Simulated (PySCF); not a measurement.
Ag(I) cation (AgI), SMILES [Ag][I] (connectivity only; charge and spin as stated), charge +1, multiplicity 2.

Coordinates come from a B3LYP-D3(BJ)/def2-TZVP optimisation. The multiplicity is an assumed one; other spin states were not compared. The def2 effective core potentials stand for the cores of Ag, I; spin–orbit coupling is left out.

All values below come from r2SCAN/def2-TZVPD (PySCF).

Isolated molecule, no solvent.

| Property | Result |
|---|---|
| total energy | -444.57907 hartree |
| point group | C∞v |
| α spin, highest occupied and lowest empty level | -12.78 and -8.95 eV |
| β spin, highest occupied and lowest empty level | -12.45 and -11.77 eV |
| dipole moment about the centre of nuclear charge | 2.61 D |
| mean static polarisability | 46.2 bohr³ (6.85 Å³) |
| polarisability, principal values | 34.7, 37.5, 66.5 bohr³ |
| ⟨S²⟩ | 0.756 (pure state 0.75) |
